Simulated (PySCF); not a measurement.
## Dipole response of Te⁺ (tellurium, charge +1)

[Kr] 4d10 5s2 5p3, high-spin 4S determinant. Computed with PySCF 2.14 in aug-cc-pwCVTZ-DK3 (10s9p7d4f1g, 109 functions), with the spin-free X2C one-electron Hamiltonian (Gaussian nucleus). Coupled (time-dependent) response in atomic units; α is the mean over directions.

| method | mean α (bohr³) | C₆ (like pair) | S(−4) |
| --- | --- | --- | --- |
| HSE06 | 22.37 | 190.9 | 106.6 |

S(−4) is the Cauchy moment in α(ω) = α(0) + S(−4) ω² + …

α(iu) at HSE06:

| u (hartree) | α(iu) (bohr³) |
| --- | --- |
| 0 | 22.37 |
| 0.0500 | 22.11 |
| 0.100 | 21.36 |
| 0.200 | 18.88 |
| 0.300 | 15.93 |
| 0.500 | 10.93 |
| 0.750 | 7.129 |
| 1.00 | 5.035 |
| 1.50 | 3.013 |
| 2.00 | 2.084 |
| 3.00 | 1.223 |
| 5.00 | 0.5866 |

For an ion, C₆ is the dispersion term alone; charge-induced terms of lower order in 1/R come first.
